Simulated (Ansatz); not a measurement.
The input (input.yaml):

```yaml
crystal:
  periodic: [false, false, false]
  atoms:
    - { symbol: Ti, position_ang: [0.156006, -0.278777, 0.120007] }
    - { symbol: "N", position_ang: [0.228762, -0.058297, 2.147252] }
    - { symbol: H, position_ang: [-0.661106, 0.21978, 2.561179] }
    - { symbol: H, position_ang: [0.921124, 0.642918, 2.42087] }
    - { symbol: Cl, position_ang: [1.965546, 0.447246, -0.821888] }
    - { symbol: Cl, position_ang: [-1.235662, 1.425984, -0.020553] }
    - { symbol: Cl, position_ang: [-1.012758, -1.698966, -1.11391] }
    - { symbol: O, position_ang: [0.938888, -1.963325, 1.037285] }
    - { symbol: H, position_ang: [0.54049, -2.826805, 0.876079] }
    - { symbol: H, position_ang: [0.64771, -1.377958, 1.934077] }
basis:
  gaussian: { orbitals: def2-SVP }
hamiltonian:
  xc: pbe0
md:
  timestep: 0.5
  n_steps: 200
  ensemble: nve
  temperature: 300.0
  initial_velocities: maxwell_boltzmann
  seed: 4811
```

Command:

```bash
$ ansatz run input.yaml --threads 4 --pin off --max-ram 5120MiB --backend cpu --events-out ev --progress --plain --runs-dir out
```

Hardware: 4 threads of Arm Neoverse V1 (shared host).

**Question.** Roughly how long does this run take, and how much memory?

**Answer.** 13 min, with a peak of 0.41 GiB, for 201 ionic steps.
